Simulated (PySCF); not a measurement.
An equivalent PySCF input for Be (beryllium, neutral), [He] 2s2, closed-shell 1S, with the non-relativistic Hamiltonian (point nucleus):

```python
from pyscf import gto, scf, dft, mp, cc
import basis_set_exchange as bse
mol = gto.M(atom="Be 0 0 0", charge=0, spin=0, symmetry="D2h",
            basis=gto.basis.parse(bse.get_basis("aug-cc-pVDZ", elements=["Be"], fmt="nwchem", header=False)))
mf = dft.UKS(mol, xc="R2SCAN")
mf.irrep_nelec = {'Ag': (2, 2)}
mf.kernel()
```

It reaches the same state as the run whose output follows, with an energy that differs only through the grid. The run itself started from symmetry-adapted Hartree-Fock orbitals and held the occupation by maximum overlap, on a logarithmic radial grid, so the iterations belong to that start.

```
SCF conv_tol = 1e-09
number electrons alpha = 2  beta = 2
XC functionals = R2SCAN
    J. W. Furness, A. D. Kaplan, J. Ning, J. P. Perdew, and J. Sun.,  J. Phys. Chem. Lett. 11, 8208-8215 (2020)
    J. W. Furness, A. D. Kaplan, J. Ning, J. P. Perdew, and J. Sun.,  J. Phys. Chem. Lett. 11, 9248-9248 (2020)
    J. W. Furness, A. D. Kaplan, J. Ning, J. P. Perdew, and J. Sun.,  J. Phys. Chem. Lett. 11, 8208-8215 (2020)
    J. W. Furness, A. D. Kaplan, J. Ning, J. P. Perdew, and J. Sun.,  J. Phys. Chem. Lett. 11, 9248-9248 (2020)
cycle= 1 E= -14.6474954705345  delta_E= -0.000375  |g|= 0.00079  |ddm|= 0.0889
cycle= 2 E= -14.64749738642  delta_E= -1.92e-06  |g|= 0.000193  |ddm|= 0.0122
cycle= 3 E= -14.6474975173435  delta_E= -1.31e-07  |g|= 4.84e-06  |ddm|= 0.0036
cycle= 4 E= -14.6474975174017  delta_E= -5.82e-11  |g|= 6.76e-08  |ddm|= 9.49e-05
converged SCF energy = -14.6474975174017  <S^2> = -4.4408921e-15  2S+1 = 1
```
